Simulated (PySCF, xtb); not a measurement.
AlClH4N2, SMILES [Cl][Al]([NH2])[NH2]. The values are those of a single conformer.

Harmonic wavenumbers (cm⁻¹) from GFN2-xTB (xtb) at its own minimum, in rising order: 140, 150, 244, 253, 274, 326, 378, 464, 478, 555, 768, 857, 1467, 1479, 3427, 3433, 3464, 3471.

Q: What does PBE0-D3(BJ)/def2-SVP run with PySCF give at its own minimum? (The exact figures need the calculation; the answer reports its results.)

A: 170, 186, 215, 243, 350, 352, 382, 485, 606, 687, 810, 918, 1520, 1529, 3629, 3630, 3722, 3722. Paired by order, the mean absolute difference is 89 cm⁻¹ and the zero-point energies are 30.9 and 33.1 kcal/mol.
